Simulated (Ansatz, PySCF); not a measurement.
Molecule: sum formula H3SiO2, charge 0, multiplicity 2. It need not be the lowest isomer of its formula. 
Coordinates optimised at B3LYP-D3(BJ)/def2-TZVP (Ansatz, an electronic-structure program):
```xyz
6

Si    -0.3570    -0.3703     0.0132
O     -0.7098     1.2051    -0.3306
O      1.2669    -0.6419     0.1788
H     -0.9050    -0.7721     1.3409
H     -0.3933     1.9005     0.2563
H      1.8401    -0.4495    -0.5687
```
Charge 0, spin multiplicity 2.

Dipole moments at this geometry, in debye (magnitudes).

```csv
level,program,dipole (D)
PBE/def2-TZVPD,Ansatz,1.40
revPBE/def2-TZVPD,Ansatz,1.40
r2SCAN/def2-TZVPD,Ansatz,1.42
B97M-V/def2-TZVPD,Ansatz,…
PBE0/def2-TZVPD,Ansatz,1.36
BHLYP/def2-TZVPD,Ansatz,1.28
r2SCANh/def2-TZVPD,Ansatz,1.40
M06-2X/def2-TZVPD,PySCF,1.21
CAM-B3LYP/def2-TZVPD,Ansatz,1.32
LC-wPBE/def2-TZVPD,Ansatz,1.37
wB97M-V/def2-TZVPD,Ansatz,1.35
wB97X-V/def2-TZVPD,Ansatz,1.38
CCSD(T)/aug-cc-pV(D+d)Z,Ansatz,…
```

Question: Complete the blanks.

Answer: 
- B97M-V/def2-TZVPD, dipole (D): 1.42
- CCSD(T)/aug-cc-pV(D+d)Z, dipole (D): 1.32
